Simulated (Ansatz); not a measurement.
# Which is lower?

The two ends of one reaction step of Ge₂H₅Cl, closed shell (PBE0-D4/def2-TZVP).

A:

Ge1  (-0.237, -0.148, 1.226)
Ge2  (0.195, 0.327, -1.109)
Cl3  (0.583, -1.570, -2.082)
H4  (-1.006, 0.945, -1.843)
H5  (1.448, 1.188, -1.339)
H6  (-1.457, -1.072, 1.334)
H7  (-0.518, 1.164, 1.976)
H8  (0.992, -0.833, 1.837)
(Å)

B:

| atom | x (Å) | y (Å) | z (Å) |
| --- | --- | --- | --- |
| Ge1 | 0.0144 | -0.6652 | 1.4331 |
| Ge2 | -0.4248 | 1.3010 | -1.4163 |
| Cl3 | 0.7475 | -0.8931 | -0.6250 |
| H4 | -0.9458 | 0.4830 | -2.6744 |
| H5 | 0.9390 | 1.6848 | -2.1352 |
| H6 | -1.5077 | -0.6858 | 1.3275 |
| H7 | 0.5896 | 0.6597 | 1.9255 |
| H8 | 0.5878 | -1.8844 | 2.1647 |

Computed with Ansatz 0.2.0 (basis: def2-TZVPP); correlated methods freeze the cores. Filled d shells of the heavier atoms are correlated. The def2 sets are not built for correlating such inner shells, so the correlated values are less sure here. B3LYP uses VWN-RPA correlation.

Task: Which structure is lower at CCSD(T), and by how much? (An estimate is asked for; the value comes from the calculation.)

Result: Computed: A, by 167.3 kJ/mol (electronic energy, against the other). By their contacts, A is Ge₂H₅Cl ([Cl][GeH2][GeH3]) and B is Ge₂H₅Cl ([GeH2][Cl][GeH3]).

All methods give the same order:

```json
{"method": "SPW92", "E(B) − E(A) (kJ/mol)": "161.6"}
{"method": "PBE-D4", "E(B) − E(A) (kJ/mol)": "152.1"}
{"method": "BLYP-D4", "E(B) − E(A) (kJ/mol)": "135.3"}
{"method": "r2SCAN-D4", "E(B) − E(A) (kJ/mol)": "165.1"}
{"method": "B97M-V", "E(B) − E(A) (kJ/mol)": "158.7"}
{"method": "PBE0-D4", "E(B) − E(A) (kJ/mol)": "163.6"}
{"method": "B3LYP-D4", "E(B) − E(A) (kJ/mol)": "146.9"}
{"method": "r2SCAN0-D4", "E(B) − E(A) (kJ/mol)": "170.2"}
{"method": "BHLYP-D4", "E(B) − E(A) (kJ/mol)": "157.5"}
{"method": "CAM-B3LYP-D4", "E(B) − E(A) (kJ/mol)": "156.1"}
{"method": "wB97X-V", "E(B) − E(A) (kJ/mol)": "164.4"}
{"method": "wB97M-V", "E(B) − E(A) (kJ/mol)": "149.8"}
{"method": "B2PLYP", "E(B) − E(A) (kJ/mol)": "158.9"}
{"method": "PBE-QIDH", "E(B) − E(A) (kJ/mol)": "176.1"}
{"method": "RPA on PBE", "E(B) − E(A) (kJ/mol)": "157.6"}
{"method": "HF", "E(B) − E(A) (kJ/mol)": "163.3"}
{"method": "MP2", "E(B) − E(A) (kJ/mol)": "174.9"}
{"method": "CCSD", "E(B) − E(A) (kJ/mol)": "168.1"}
{"method": "CCSD(T)", "E(B) − E(A) (kJ/mol)": "167.3"}
```

No T1 diagnostic of these runs exceeds 0.012.

Labels in which every atom is bracketed show which atoms are joined, not bond orders.

For scale, one of the runs: CCSD(T)/def2-TZVPP, 208 basis functions, launched by `ansatz run in.yaml --threads 4 --pin off --events-out ev --progress --plain --max-ram 9574MiB`. The run took 2.6 min on 4 CPU threads of an Intel Xeon (shared host), with 2.7 GiB of host memory at its peak.
